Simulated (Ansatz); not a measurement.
Relaxation of GaH2(OiPr) (C3H9GaO) with RKS r2SCAN-D4/def2-SVP.

```sh
$ ansatz run in.yaml --threads 4 --pin off --events-out ev --progress --plain --max-ram 4787MiB
```

```yaml
crystal:
  periodic: [false, false, false]
  atoms:
    - {symbol: C, position_ang: [0.326270, -0.493060, 0.440360]}
    - {symbol: C, position_ang: [-0.390330, -1.414800, -0.542230]}
    - {symbol: C, position_ang: [-0.639400, 0.038190, 1.495690]}
    - {symbol: Ga, position_ang: [0.924210, 1.868490, -1.364950]}
    - {symbol: O, position_ang: [0.928650, 0.584780, -0.244820]}
    - {symbol: H, position_ang: [2.264920, 2.611740, -1.273110]}
    - {symbol: H, position_ang: [-0.239720, 2.229580, -2.333480]}
    - {symbol: H, position_ang: [1.134160, -1.049890, 0.936450]}
    - {symbol: H, position_ang: [-1.190820, -0.862740, -1.035070]}
    - {symbol: H, position_ang: [-0.808610, -2.274000, -0.024030]}
    - {symbol: H, position_ang: [0.310930, -1.761390, -1.299480]}
    - {symbol: H, position_ang: [-0.111810, 0.701970, 2.177300]}
    - {symbol: H, position_ang: [-1.433230, 0.602210, 1.006120]}
    - {symbol: H, position_ang: [-1.075220, -0.781080, 2.061260]}
basis:
  gaussian: {orbitals: def2-SVP}
hamiltonian: {xc: r2scan, dispersion: d4}
scf: {lower_state_search: "off"}
output: {orbitals: {seedname: orbitals}}
relax: {f_tol: 0.02, max_steps: 100}
```

Run time 31 s (4 threads of Arm Neoverse V2 on a shared host).

Positions (Å) and forces (eV/Å) at steps 1, 2, 3, 4, 5, 6, 7, 8, 9, 10, 13, 14 of 14:

```xyz
14
step=1 energy=-57669.1099 eV
C     0.326   -0.493    0.440   -0.560    0.375   -0.509
C    -0.390   -1.415   -0.542    0.422    0.385    0.318
C    -0.639    0.038    1.496    0.532   -0.090   -0.388
Ga    0.924    1.868   -1.365   -0.125    1.300   -1.198
O     0.929    0.585   -0.245    0.211   -1.602    1.561
H     2.265    2.612   -1.273    0.309    0.226   -0.033
H    -0.240    2.230   -2.333   -0.182   -0.131    0.015
H     1.134   -1.050    0.936    0.200   -0.122    0.123
H    -1.191   -0.863   -1.035   -0.357    0.135   -0.199
H    -0.809   -2.274   -0.024   -0.232   -0.412    0.150
H     0.311   -1.761   -1.299    0.225   -0.195   -0.312
H    -0.112    0.702    2.177    0.162    0.265    0.321
H    -1.433    0.602    1.006   -0.363    0.193   -0.142
H    -1.075   -0.781    2.061   -0.241   -0.325    0.293
14
step=2 energy=-57669.2083 eV
C     0.312   -0.493    0.437   -0.114    0.185   -0.213
C    -0.388   -1.415   -0.557    0.088    0.218    0.149
C    -0.638    0.047    1.502    0.120   -0.078   -0.209
Ga    0.948    1.881   -1.363   -0.130    0.673   -0.654
O     0.951    0.577   -0.220    0.280   -0.756    0.814
H     2.293    2.660   -1.304    0.009    0.018   -0.016
H    -0.271    2.173   -2.301   -0.020   -0.080    0.057
H     1.112   -1.063    0.943    0.049   -0.083    0.053
H    -1.197   -0.871   -1.065   -0.120    0.020   -0.082
H    -0.817   -2.288   -0.049   -0.071   -0.113    0.037
H     0.324   -1.769   -1.315    0.066   -0.042   -0.072
H    -0.102    0.715    2.189    0.057    0.057    0.064
H    -1.446    0.617    1.022   -0.130    0.067   -0.019
H    -1.081   -0.772    2.082   -0.084   -0.086    0.092
14
step=3 energy=-57669.2638 eV
C     0.327   -0.496    0.450   -0.159    0.057   -0.147
C    -0.379   -1.381   -0.571   -0.044   -0.093   -0.058
C    -0.637    0.050    1.497   -0.068    0.022    0.106
Ga    0.954    1.872   -1.361   -0.223   -0.029   -0.101
O     1.018    0.562   -0.169    0.409    0.017    0.200
H     2.282    2.697   -1.358   -0.146   -0.089   -0.002
H    -0.334    2.052   -2.247    0.137   -0.014    0.092
H     1.097   -1.106    0.972   -0.088    0.038   -0.052
H    -1.176   -0.822   -1.096    0.092   -0.020    0.061
H    -0.844   -2.260   -0.086    0.055    0.101   -0.046
H     0.341   -1.748   -1.322   -0.056    0.026    0.039
H    -0.099    0.705    2.202   -0.051   -0.040   -0.048
H    -1.440    0.640    1.016    0.089   -0.048    0.021
H    -1.110   -0.766    2.074    0.054    0.074   -0.066
14
step=4 energy=-57669.3216 eV
C     0.348   -0.496    0.463    0.177   -0.099    0.094
C    -0.351   -1.332   -0.604   -0.171    0.010   -0.095
C    -0.624    0.077    1.485   -0.206    0.005    0.084
Ga    0.902    1.799   -1.330   -0.020   -0.174    0.137
O     1.148    0.540   -0.077   -0.043   -0.057   -0.115
H     2.197    2.663   -1.385   -0.107    0.015   -0.070
H    -0.428    1.897   -2.163    0.143   -0.035    0.118
H     1.038   -1.179    1.007    0.036    0.178   -0.082
H    -1.125   -0.738   -1.125    0.072   -0.055    0.017
H    -0.849   -2.211   -0.152    0.072    0.156   -0.064
H     0.369   -1.701   -1.356   -0.030    0.059    0.102
H    -0.091    0.721    2.206   -0.028   -0.084   -0.093
H    -1.400    0.684    0.981    0.066   -0.026    0.055
H    -1.132   -0.727    2.050    0.041    0.108   -0.087
14
step=5 energy=-57669.3421 eV
C     0.367   -0.511    0.486    0.053   -0.013   -0.092
C    -0.339   -1.286   -0.624   -0.003   -0.112    0.031
C    -0.627    0.085    1.476   -0.023    0.044    0.094
Ga    0.900    1.727   -1.294    0.054   -0.029    0.162
O     1.228    0.498   -0.023   -0.117    0.163   -0.196
H     2.110    2.701   -1.480   -0.113   -0.145    0.026
H    -0.475    1.747   -2.044    0.082   -0.017    0.047
H     1.031   -1.213    1.036   -0.114    0.066   -0.063
H    -1.074   -0.657   -1.159    0.094   -0.019    0.079
H    -0.880   -2.154   -0.207    0.030    0.068   -0.055
H     0.396   -1.662   -1.355   -0.021   -0.005    0.012
H    -0.090    0.698    2.218   -0.042   -0.022    0.002
H    -1.361    0.730    0.956    0.079   -0.038    0.016
H    -1.186   -0.702    2.013    0.042    0.059   -0.062
14
step=6 energy=-57669.3445 eV
C     0.368   -0.510    0.482    0.011    0.031   -0.021
C    -0.330   -1.295   -0.625    0.000    0.014    0.030
C    -0.623    0.091    1.472   -0.027   -0.030    0.011
Ga    0.869    1.758   -1.257    0.147   -0.137   -0.124
O     1.220    0.502   -0.032   -0.035    0.031   -0.031
H     2.116    2.667   -1.499   -0.141   -0.029    0.073
H    -0.497    1.738   -2.015    0.006    0.082    0.072
H     1.032   -1.208    1.034   -0.023    0.033   -0.005
H    -1.048   -0.656   -1.167    0.024   -0.022    0.005
H    -0.887   -2.153   -0.213    0.013    0.022   -0.001
H     0.408   -1.682   -1.345    0.000   -0.001   -0.002
H    -0.089    0.686    2.229   -0.003   -0.010    0.001
H    -1.336    0.754    0.948    0.023   -0.011    0.007
H    -1.203   -0.692    1.988    0.004    0.025   -0.017
14
step=7 energy=-57669.3555 eV
C     0.375   -0.522    0.471    0.010    0.023    0.017
C    -0.313   -1.332   -0.620   -0.035   -0.011   -0.064
C    -0.618    0.112    1.437   -0.012    0.014   -0.018
Ga    0.853    1.755   -1.245    0.010    0.019    0.014
O     1.239    0.463   -0.071    0.013   -0.018    0.003
H     2.085    2.667   -1.494   -0.009   -0.018   -0.009
H    -0.574    1.853   -1.870    0.004    0.000    0.014
H     1.025   -1.210    1.049    0.003    0.028   -0.010
H    -0.985   -0.694   -1.222    0.018   -0.045    0.061
H    -0.911   -2.151   -0.190   -0.027    0.013   -0.002
H     0.434   -1.778   -1.294    0.023    0.009   -0.017
H    -0.081    0.688    2.206    0.008    0.021    0.011
H    -1.297    0.800    0.900    0.011   -0.039    0.009
H    -1.231   -0.650    1.944   -0.017    0.003   -0.009
14
step=8 energy=-57669.3583 eV
C     0.377   -0.524    0.468    0.015   -0.019    0.011
C    -0.306   -1.344   -0.620    0.013   -0.015   -0.007
C    -0.624    0.120    1.421    0.005    0.011    0.003
Ga    0.857    1.763   -1.225   -0.065   -0.020   -0.002
O     1.250    0.450   -0.080   -0.001   -0.010    0.011
H     2.098    2.638   -1.529    0.040    0.020   -0.010
H    -0.596    1.901   -1.783    0.013    0.008    0.012
H     1.021   -1.207    1.058   -0.004    0.017   -0.011
H    -0.992   -0.716   -1.215   -0.003    0.009    0.006
H    -0.894   -2.170   -0.188   -0.003    0.003   -0.002
H     0.446   -1.777   -1.298   -0.002   -0.002    0.000
H    -0.095    0.708    2.187   -0.001    0.001    0.000
H    -1.303    0.796    0.873   -0.002   -0.009   -0.010
H    -1.238   -0.639    1.932   -0.006    0.005   -0.002
14
step=9 energy=-57669.3591 eV
C     0.382   -0.531    0.464   -0.013   -0.014    0.004
C    -0.293   -1.369   -0.619    0.039   -0.006    0.032
C    -0.628    0.134    1.393    0.004   -0.012    0.004
Ga    0.847    1.774   -1.196   -0.105    0.044   -0.034
O     1.264    0.425   -0.101   -0.008   -0.006   -0.001
H     2.107    2.602   -1.569   -0.029   -0.012   -0.006
H    -0.645    1.989   -1.641    0.142   -0.013    0.032
H     1.019   -1.204    1.073    0.002    0.003   -0.006
H    -0.975   -0.747   -1.221   -0.014    0.025   -0.027
H    -0.884   -2.189   -0.180    0.007   -0.005   -0.002
H     0.465   -1.807   -1.288   -0.021    0.001    0.015
H    -0.108    0.733    2.158   -0.004   -0.009   -0.013
H    -1.297    0.802    0.822   -0.001   -0.001   -0.004
H    -1.254   -0.613    1.905    0.002    0.003    0.006
14
step=10 energy=-57669.3600 eV
C     0.381   -0.530    0.465   -0.007   -0.010    0.006
C    -0.295   -1.364   -0.618    0.023    0.004    0.018
C    -0.628    0.130    1.399    0.002   -0.005   -0.002
Ga    0.848    1.774   -1.203   -0.018    0.012    0.001
O     1.259    0.432   -0.096   -0.003   -0.007   -0.004
H     2.106    2.608   -1.565   -0.001   -0.003   -0.005
H    -0.628    1.977   -1.671    0.019   -0.001    0.005
H     1.020   -1.204    1.069    0.005    0.002   -0.002
H    -0.978   -0.741   -1.219   -0.009    0.014   -0.017
H    -0.886   -2.185   -0.181    0.003   -0.003    0.000
H     0.461   -1.801   -1.289   -0.009   -0.001    0.007
H    -0.107    0.729    2.163   -0.002   -0.004   -0.007
H    -1.302    0.795    0.833   -0.004    0.002   -0.003
H    -1.249   -0.621    1.914    0.001    0.001    0.003
14
step=13 energy=-57669.3602 eV rejected
C     0.381   -0.532    0.463    0.007    0.000    0.002
C    -0.289   -1.373   -0.618   -0.005    0.006    0.005
C    -0.632    0.132    1.389   -0.004    0.000   -0.002
Ga    0.845    1.785   -1.187    0.016   -0.012   -0.015
O     1.260    0.425   -0.105   -0.005    0.006   -0.003
H     2.111    2.588   -1.591   -0.015   -0.001    0.009
H    -0.640    2.022   -1.608    0.001    0.007    0.003
H     1.021   -1.200    1.073   -0.002   -0.002    0.003
H    -0.963   -0.750   -1.231    0.002   -0.001   -0.002
H    -0.889   -2.187   -0.179    0.001    0.000    0.001
H     0.469   -1.821   -1.278    0.003   -0.001   -0.001
H    -0.115    0.745    2.144   -0.001   -0.003   -0.002
H    -1.312    0.784    0.814    0.001    0.001    0.003
H    -1.247   -0.617    1.914    0.002    0.000    0.000
14
step=14 energy=-57669.3603 eV
C     0.381   -0.532    0.463   -0.001    0.000    0.000
C    -0.290   -1.373   -0.617    0.000    0.000    0.000
C    -0.631    0.131    1.390    0.000    0.000    0.000
Ga    0.845    1.783   -1.191    0.000    0.000    0.000
O     1.260    0.425   -0.105    0.000    0.000   -0.001
H     2.109    2.593   -1.586    0.000    0.000    0.000
H    -0.638    2.020   -1.616    0.000    0.000    0.000
H     1.021   -1.201    1.073    0.000    0.000    0.000
H    -0.963   -0.749   -1.231    0.000    0.000    0.000
H    -0.890   -2.186   -0.178    0.000    0.000    0.000
H     0.468   -1.822   -1.277    0.000    0.000    0.000
H    -0.114    0.742    2.145    0.000    0.000    0.000
H    -1.311    0.786    0.817    0.000    0.000    0.000
H    -1.247   -0.617    1.914    0.000    0.000    0.000
```

Another isomer (singlet) lies 0.46 eV lower at PBE0-D4/def2-TZVP; other spin states weren't run for this one.
